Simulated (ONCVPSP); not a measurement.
**How hard is this cobalt ONCV potential?**

ONCVPSP 4.0.1 input, shortened (lines: element, Z, core and valence counts, functional; n l f; lmax; l rc ep ncon nbas qcut; lloc lpopt rc5 dvloc0; l nproj debl; icmod fcfact rcfact), PBE, scalar-relativistic:

```
  Co 27.00    3    4        4      upf
    1    0    2.00
    2    0    2.00
    2    1    6.00
    3    0    2.00
    3    1    6.00
    3    2    8.00
    4    0    1.00
    2
    0    1.35    0.00    4    7    9.20
    1    0.85    0.00    3    7    8.20
    2    0.95    0.00    4    8   18.70
    4    1    0.80    0.00
    0    3    3.70
    1    1    3.30
    2    2    1.60
    0    0.00    0.00
```

For each optimised wave give the share of its norm inside rc, the residual kinetic energy above qcut (Ha) and the cutoffs (Ha) for errors of 10, 1, 0.1 and 0.01 mHa per electron.

| wave | norm inside rc | residual KE | 10 mHa | 1 mHa | 0.1 mHa | 0.01 mHa |
| --- | --- | --- | --- | --- | --- | --- |
| 3s | 0.957 | 1.7e-06 | 11.9 | 27.3 | 33.7 | 38.6 |
| 4s | 0.037 | 2.2e-06 | 7.3 | 22.0 | 31.9 | 38.4 |
| s projector 3 | 0.076 | 2.9e-05 | 15.2 | 30.9 | 38.8 | 50.6 |
| 3p | 0.594 | 1.3e-03 | 27.4 | 34.4 | 65.9 | 218.9 |
| 3d | 0.481 | 1.2e-05 | 94.0 | 116.9 | 136.7 | 263.2 |
| d projector 2 | 0.122 | 4.4e-08 | 86.2 | 111.2 | 131.4 | 147.6 |

The occupied waves need 117 Ha and 137 Ha for 1 and 0.1 mHa.
